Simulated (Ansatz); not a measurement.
Molecule: trichlorogermane, sum formula GeHCl3, net charge 0, singlet state. 
Coordinates optimised at B3LYP-D3(BJ)/def2-TZVP (Ansatz, an electronic-structure program):
```
Ge
H 1 1.5259
Cl 1 2.1442 2 110.42
Cl 1 2.1442 2 110.42 3 -120.00
Cl 1 2.1442 2 110.42 4 -120.00
```
Charge 0, spin multiplicity 1.

Parts of the frozen-core correlation energy in 6-31G* (Ansatz, hartree). Frozen orbitals: 29; correlated occupied orbitals by spin: 13 and 13; virtual: 52 and 52. No spin-orbit coupling. Non-relativistic.

| term | value |
|---|---|
| reference (HF) | -3454.23633 |
| MP2 opposite-spin | -0.34136 |
| MP2 same-spin | [?] |
| CCSD correlation | [?] |
| (T) | [?] |
| T1 diagnostic | 0.010 |
| largest doubles amplitude | 0.024 |

Problem. Fill in the missing entries.

Solution. 
- MP2 same-spin, value: -0.12255
- CCSD correlation, value: -0.50715
- (T), value: -0.01328
